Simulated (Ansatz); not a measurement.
Consider the ligand exchange at a Ge–C bond: `F[SiH](F)[CH2][GeH3]` + `CCN[SiH2]Cl` → `CC[N]([GeH3])[SiH2]Cl` + `C[SiH](F)F`.

Gas-phase electronic energies from Ansatz, PBE0-D4/def2-TZVP geometries. CBS: MP2 limit from def2 TZ/QZ plus the TZ coupled-cluster correction, frozen cores. DFT in def2-TZVPP. For Ge outer-core shells are correlated without core-valence functions, which leaves a few kJ/mol of doubt a bond. Scalar relativity is left out up to krypton. One conformer a species, not always the lowest.

`F[SiH](F)[CH2][GeH3]`:

Z-matrix (Å, degrees):
```
Si
F 1 1.591
C 1 1.835 2 109.7
F 1 1.591 2 106.5 3 119.8
H 1 1.477 2 107.9 3 -124.8
Ge 3 1.967 1 114.6 2 -56.5
H 3 1.094 1 109.7 2 65.4
H 3 1.095 1 108.7 2 -177.4
H 6 1.537 3 109.1 1 -169.6
H 6 1.538 3 109.7 1 -50.1
H 6 1.535 3 109.8 1 70.2
```

`CCN[SiH2]Cl`:

```xyz
13

C     0.339    0.486    1.657
C     0.883   -0.266    0.455
N     0.399    0.235   -0.820
Si   -0.923   -0.409   -1.666
Cl   -2.781   -0.058   -0.806
H     0.617    1.542    1.614
H     0.740    0.074    2.587
H    -0.751    0.426    1.692
H     0.608   -1.323    0.524
H     1.979   -0.237    0.462
H     0.650    1.196   -0.996
H    -0.964    0.216   -3.005
H    -0.796   -1.883   -1.699
```

`CC[N]([GeH3])[SiH2]Cl`:

Z-matrix (Å, degrees):
```
C
C 1 1.519
H 1 1.093 2 111.4
H 1 1.092 2 110.8 3 -120.1
H 1 1.093 2 110.4 3 119.7
N 2 1.464 1 114.1 3 60.9
H 2 1.097 1 109.7 3 -61.7
H 2 1.096 1 109.4 3 -177.5
Si 6 1.700 2 119.5 1 96.1
Ge 6 1.851 2 116.8 1 -74.0
Cl 9 2.075 6 114.1 2 -77.0
H 9 1.479 6 109.1 2 164.7
H 9 1.482 6 109.5 2 40.2
H 10 1.533 6 107.2 2 -168.0
H 10 1.540 6 111.9 2 71.2
H 10 1.539 6 106.4 2 -48.0
```

`C[SiH](F)F`:

```xyz
8

C    -0.206    0.840   -0.479
Si    0.134   -0.743    0.395
F     0.281   -0.477    1.956
F     1.520   -1.346   -0.101
H     0.597    1.560   -0.301
H    -1.144    1.278   -0.129
H    -0.287    0.674   -1.556
H    -0.897   -1.785    0.215
```

```csv
level,ΔE (kcal/mol)
PBE-D4,-3.5
PBE0-D4,-3.5
ωB97X-V,-4.3
r2SCAN,-3.5
MP2/def2-TZVPP,-5.7
SCS-MP2/def2-TZVPP,-5.6
CCSD/def2-TZVPP,-4.6
CCSD/CBS(def2),-4.1
```

Q: What does CCSD(T)/CBS give? (Best estimate.)

A: Ansatz gave: -4.5 kcal/mol. The listed levels differ from it by 1.0, 1.0, 0.2, 1.0, -1.2, -1.1, -0.1, 0.4 kcal/mol.

Largest T1 diagnostic among the species: 0.011.

In def2-TZVPP, CCSD(T) changes the Hartree–Fock value by −1.5 kcal/mol (the triples alone add −0.4 kcal/mol) and MP2 by −2.1 kcal/mol. The D4 term adds −2.1 kcal/mol with B3LYP and −1.2 kcal/mol with PBE0; it sums over pairs of atoms, weighted by their polarisabilities, and B3LYP, whose exchange is more repulsive, gets the larger term.

B3LYP here is the variant with VWN-RPA as its local correlation; programs differ in this.
